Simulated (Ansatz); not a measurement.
`[OH][SbH][SiH3]`: the same geometry under several functionals.

```yaml
crystal:
  periodic: [false, false, false]
  atoms:
    - {symbol: O, position_ang: [-1.806337, 0.566414, -0.809762]}
    - {symbol: Sb, position_ang: [0.105558, 0.580520, -1.339041]}
    - {symbol: Si, position_ang: [0.807251, -0.748645, 0.758316]}
    - {symbol: H, position_ang: [-2.356795, 0.529478, -1.595762]}
    - {symbol: H, position_ang: [0.475723, 2.052368, -0.535955]}
    - {symbol: H, position_ang: [0.101378, -0.242487, 1.962490]}
    - {symbol: H, position_ang: [2.277991, -0.607850, 0.942347]}
    - {symbol: H, position_ang: [0.487531, -2.186897, 0.561567]}
basis:
  gaussian: {orbitals: def2-TZVPP}
hamiltonian: {xc: {name: BLYP}, dispersion: d4}
output: {orbitals: {seedname: orbitals}}
```

```sh
$ ansatz run in.yaml --threads 2 --pin off --events-out ev --progress --plain --max-ram 4352MiB
```

It prints (some lines left out):

```
Functional definition: BLYP
1117 factors; their error is unknown
mean field evaluation 1: about -16534.1332 eV, gradient 7.1e1 eV
mean field evaluation 2: about -16408.9101 eV, gradient 2.0e2 eV
mean field evaluation 4: about -16542.0245 eV, gradient 2.2e1 eV
mean field evaluation 8: about -16543.2062 eV, gradient 1.9e-1 eV
mean field evaluation 16: about -16543.1789 eV, gradient 2.4e-4 eV
mean field -16543.17887650 eV, -607.9506103419 hartree, gradient 6.4e-5 eV, S^2 0.000000; 0 other end points of the search recorded, 0 dependent functions left out
reference -16543.17924293 eV, -607.9506238081 hartree; 25, 25 occupied and 168, 168 virtual orbitals, 1117 factors
Total energy: -16543.54379264 eV, -607.9640207628 hartree
```

Hardware: 2 threads of an Arm Neoverse V1 on a shared host. Wall time 2.6 s, peak host memory 0.21 GiB.

With the line `hamiltonian: {xc: pbe0, dispersion: d4}` (abridged; 3.5 s):

```
Functional definition: PBE0
mean field evaluation 16: about -16539.6216 eV, gradient 7.4e-5 eV
mean field -16539.62159374 eV, -607.8198826119 hartree, gradient 7.4e-5 eV, S^2 0.000000
Total energy: -16539.76583378 eV, -607.8251833356 hartree
```

With the line `hamiltonian: {xc: {name: B3LYP}, dispersion: d4}` and forces (abridged; 6 s):

```
Functional definition: B3LYP
mean field evaluation 16: about -16548.0860 eV, gradient 8.2e-4 eV
mean field -16548.08603676 eV, -608.1309451554 hartree, gradient 1.6e-5 eV, S^2 0.000000
Total energy: -16548.36395759 eV, -608.1411585576 hartree
Atom 0 force    -0.317887    -0.011580     0.072280 eV/Å
Atom 1 force     0.307225     0.024978    -0.255415 eV/Å
Atom 2 force     0.061929    -0.118755     0.191566 eV/Å
Atom 3 force    -0.058097     0.001647     0.005426 eV/Å
Atom 4 force     0.023013     0.076511     0.035136 eV/Å
Atom 5 force     0.047263    -0.038548    -0.066553 eV/Å
Atom 6 force    -0.084873    -0.014901    -0.002619 eV/Å
Atom 7 force     0.021427     0.080648     0.020178 eV/Å
Dipole moment:     0.125409    -0.046124    -0.322347 e Å
```

The same input with `hamiltonian: {xc: hse06, dispersion: d4}` (abridged; 3.9 s):

```
Functional definition: HSE06
mean field evaluation 16: about -16539.2875 eV, gradient 3.2e-4 eV
mean field -16539.28747552 eV, -607.8076039935 hartree, gradient 4.0e-5 eV, S^2 0.000000
Total energy: -16539.42385270 eV, -607.8126157624 hartree
```

Changing it to `hamiltonian: {xc: pbe, dispersion: d4}` and forces (abridged; 3.3 s):

```
Functional definition: PBE
mean field evaluation 16: about -16538.5303 eV, gradient 7.4e-3 eV
mean field -16538.53028316 eV, -607.7797776876 hartree, gradient 4.3e-5 eV, S^2 0.000000
Total energy: -16538.69995178 eV, -607.7860128943 hartree
Atom 0 force    -0.306972     0.022081     0.582966 eV/Å
Atom 1 force     0.437944    -0.125425    -0.466386 eV/Å
Atom 2 force    -0.001514     0.025317    -0.001164 eV/Å
Atom 3 force    -0.244686    -0.025763    -0.411223 eV/Å
Atom 4 force     0.063579     0.206420     0.138055 eV/Å
Atom 5 force    -0.070407     0.041879     0.142270 eV/Å
Atom 6 force     0.152244     0.007235     0.029108 eV/Å
Atom 7 force    -0.030188    -0.151743    -0.013626 eV/Å
Dipole moment:     0.089730    -0.033854    -0.307875 e Å
```

With the line `hamiltonian: {xc: {name: r2SCANh}, dispersion: d4}` (abridged; 6.5 s):

```
Functional definition: r2SCANh
mean field evaluation 16: about -16545.3240 eV, gradient 1.3e-4 eV
mean field -16545.32403007 eV, -608.0294432818 hartree, gradient 4.1e-5 eV, S^2 0.000000
Total energy: -16545.36597985 eV, -608.0309849075 hartree
```

B3LYP takes the VWN-RPA correlation (the form of Gaussian; ORCA's B3LYP/G).

HSE06 is the plane-wave form, built on full-range PBE exchange.
